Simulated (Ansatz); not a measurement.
## One arrangement of a pair

The pair of Ag⁺ (SMILES [Ag+], atom 1) and CH₄ (SMILES C, atoms 2–6), both closed shells, in one local arrangement (a lower one may exist), relaxed at PBE0-D4/def2-TZVP:

Ag1  (-0.191, -0.492, -2.018)
C2  (0.037, 0.095, 0.385)
H3  (0.869, -0.414, -0.147)
H4  (-0.908, 0.316, -0.156)
H5  (0.428, 1.052, 0.724)
H6  (-0.236, -0.558, 1.212)
(Å)

Computed with Ansatz 0.2.0 (basis: def2-TZVPPD, with def2-QZVPPD for the basis limit); correlated methods freeze the cores. Filled d shells of the heavier atoms are correlated. Core potentials replace the inner electrons of the atoms past krypton. B3LYP uses VWN-RPA correlation. Extrapolation: Hartree–Fock as exp(−7.88 √X), correlation as X^−2.97. Interaction energies count from these two fragments, frozen as in the pair, with the counterpoise correction; negative means bound.

Task: What is the interaction energy by CCSD(T) at an estimated basis limit (MP2 extrapolated from triple and quadruple zeta, plus CCSD(T) − MP2 in triple zeta)? (An estimate is asked for; the value comes from the calculation.)

Result: Computed: -71.4 kJ/mol. Hartree–Fock alone gives -24.2 kJ/mol at the basis limit. It counts from the two fragments frozen as in the pair.

The same quantity by other methods in triple zeta, and each one's difference from that estimate:
```json
{"method": "PBE-D4", "E_int (kJ/mol)": "-90.7", "difference": "-19.3"}
{"method": "revPBE-D4", "E_int (kJ/mol)": "-77.2", "difference": "-5.8"}
{"method": "BLYP-D4", "E_int (kJ/mol)": "-83.2", "difference": "-11.8"}
{"method": "r2SCAN-D4", "E_int (kJ/mol)": "-90.5", "difference": "-19.1"}
{"method": "B97M-V", "E_int (kJ/mol)": "-80.8", "difference": "-9.4"}
{"method": "PBE0-D4", "E_int (kJ/mol)": "-77.5", "difference": "-6.1"}
{"method": "B3LYP-D4", "E_int (kJ/mol)": "-75.4", "difference": "-4.0"}
{"method": "HSE06-D4", "E_int (kJ/mol)": "-77.3", "difference": "-5.9"}
{"method": "wB97X-V", "E_int (kJ/mol)": "-69.5", "difference": "1.9"}
{"method": "wB97M-V", "E_int (kJ/mol)": "-70.0", "difference": "1.4"}
{"method": "B2PLYP", "E_int (kJ/mol)": "-67.3", "difference": "4.0"}
{"method": "HF", "E_int (kJ/mol)": "-23.3", "difference": "48.0"}
{"method": "MP2", "E_int (kJ/mol)": "-65.6", "difference": "5.8"}
{"method": "CCSD", "E_int (kJ/mol)": "-55.6", "difference": "15.8"}
{"method": "CCSD(T)", "E_int (kJ/mol)": "-60.7", "difference": "10.6"}
```
Differences are method less estimate.

Energy to bend the free fragments (PBE0-D4 minima) into their shapes in the pair, CCSD(T)/def2-TZVPPD: CH₄ 9.6 kJ/mol. This must be added to the interaction energy to get the binding energy from relaxed fragments.

Basis-set superposition shift (counterpoise-corrected less uncorrected): CCSD(T) 8.8; MP2 8.3; HF 0.3; PBE0-D4 0.3; wB97M-V 0.4 kJ/mol.

No T1 diagnostic of these runs exceeds 0.010.

For scale, one of the runs: CCSD(T)/def2-TZVPPD, 161 basis functions, launched by `ansatz run in.yaml --threads 2 --pin off --events-out ev --progress --plain --max-ram 5222MiB`. Time: 67 s of wall clock on 2 CPU threads of an Arm Neoverse N1; the host was shared. Peak host memory: 1.4 GiB.
